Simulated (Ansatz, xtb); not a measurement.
# Relative energy of two isomers of C5H8SSe

We compare a, `C[Se]C1=CCCS1`, a singlet, with b, `S=C1CC[C@H]([SeH])C1`, a singlet. Both are isolated molecules in the gas phase, relaxed with B3LYP-D3(BJ)/def2-SVP; the shapes shown needn't be the lowest conformers.

a (Å):

```xyz
15

C    -0.8997   -2.4537    0.2065
C     1.0264   -0.2688    0.4961
C     1.2375    1.0244    0.1906
C     2.6203    1.3221   -0.3370
C     3.1609   -0.0002   -0.9049
S     2.4025   -1.3421    0.1160
Se   -0.4958   -0.9521    1.4108
H    -1.2009   -2.0775   -0.7797
H    -0.0241   -3.1083    0.1140
H    -1.7310   -3.0051    0.6672
H     0.4923    1.8023    0.3676
H     2.6203    2.1095   -1.1083
H     3.2660    1.6811    0.4884
H     2.8421   -0.1438   -1.9492
H     4.2546   -0.0854   -0.8513
```

b (Å):

```yaml
atoms:
  - { symbol: C, position_ang: [0.2160, 1.0841, 0.9830] }
  - { symbol: C, position_ang: [-0.2117, 1.6497, -0.3600] }
  - { symbol: C, position_ang: [-1.2496, 0.6581, -0.9110] }
  - { symbol: C, position_ang: [-0.7806, -0.6853, -0.3317] }
  - { symbol: C, position_ang: [-0.3385, -0.3244, 1.0913] }
  - { symbol: S, position_ang: [1.1057, 1.8508, 2.1058] }
  - { symbol: Se, position_ang: [-2.2000, -2.0527, -0.4605] }
  - { symbol: H, position_ang: [-0.5607, 2.6889, -0.2722] }
  - { symbol: H, position_ang: [0.6840, 1.6747, -1.0074] }
  - { symbol: H, position_ang: [-2.2504, 0.9033, -0.5156] }
  - { symbol: H, position_ang: [-1.3159, 0.6522, -2.0081] }
  - { symbol: H, position_ang: [0.0783, -1.0539, -0.9126] }
  - { symbol: H, position_ang: [-1.3770, -3.1378, 0.1096] }
  - { symbol: H, position_ang: [-1.2198, -0.2877, 1.7580] }
  - { symbol: H, position_ang: [0.3764, -1.0229, 1.5488] }
```

**Question.** Which of the two would you expect CCSD(T)/def2-SVP + ΔMP2/def2-TZVPP electronic energies to favour?

**Answer.** Too close to call at this level: CCSD(T)/def2-SVP + ΔMP2/def2-TZVPP gives E(b) − E(a) = −1.59 kcal/mol.

The same difference at several levels:

```json
{"level": "GFN2-xTB", "geometry": "GFN2-xTB", "E(b) − E(a) (kcal/mol)": "−9.27", "departure from the last row (kcal/mol)": "−7.68", "job, with rough time for the two": "optimisation, 0.41 s"}
{"level": "HF/STO-3G", "geometry": "GFN2-xTB", "E(b) − E(a) (kcal/mol)": "+12.66", "departure from the last row (kcal/mol)": "+14.25", "job, with rough time for the two": "single point, 0.64 s"}
{"level": "r2SCAN-D4/def2-SVP", "geometry": "GFN2-xTB", "E(b) − E(a) (kcal/mol)": "−6.06", "departure from the last row (kcal/mol)": "−4.47", "job, with rough time for the two": "single point, 5.8 s"}
{"level": "B3LYP-D3(BJ)/def2-SVP", "geometry": "B3LYP-D3(BJ)/def2-SVP", "E(b) − E(a) (kcal/mol)": "−4.36", "departure from the last row (kcal/mol)": "−2.77", "job, with rough time for the two": "optimisation, 78 s"}
{"level": "HF/def2-SVP", "geometry": "B3LYP-D3(BJ)/def2-SVP", "E(b) − E(a) (kcal/mol)": "−7.97", "departure from the last row (kcal/mol)": "−6.37", "job, with rough time for the two": "part of the CCSD(T) run"}
{"level": "MP2/def2-SVP", "geometry": "B3LYP-D3(BJ)/def2-SVP", "E(b) − E(a) (kcal/mol)": "−8.07", "departure from the last row (kcal/mol)": "−6.48", "job, with rough time for the two": "part of the CCSD(T) run"}
{"level": "CCSD(T)/def2-SVP", "geometry": "B3LYP-D3(BJ)/def2-SVP", "E(b) − E(a) (kcal/mol)": "−8.75", "departure from the last row (kcal/mol)": "−7.16", "job, with rough time for the two": "single point"}
{"level": "CCSD(T)/def2-SVP + ΔMP2/def2-TZVPP", "geometry": "B3LYP-D3(BJ)/def2-SVP", "E(b) − E(a) (kcal/mol)": "−1.59", "departure from the last row (kcal/mol)": "", "job, with rough time for the two": "single point, 2.7 min"}
```

As drawn, b has 1 C=S, 3 C–C, 1 Se–H in place of 1 C–Se, 1 C=C, 2 C–S, 1 C–H.

HF/STO-3G puts the two in the other order. The largest departure from CCSD(T)/def2-SVP + ΔMP2/def2-TZVPP is that of HF/STO-3G, 14.25 kcal/mol. The last row adds to CCSD(T) the change of the MP2 difference between the two basis sets, here +7.16 kcal/mol, a large step that makes the value less sure.

With thermal terms from frequencies at re-optimised GFN2-xTB minima (ideal gas, soft modes damped towards free rotors, one conformer each, 298.15 K, 1 atm): the zero-point term adds −0.46 kcal/mol; ΔH is −2.52 and ΔG −1.65 kcal/mol.

The correlated steps freeze 19 core orbitals; the filled d shell of Se is correlated, in a basis made for valence electrons. Mirror images aren't counted in ΔG. Programs: Ansatz 0.2.0, xtb 6.7.1; the last row on 4 threads of Arm Neoverse V1 on a shared host.
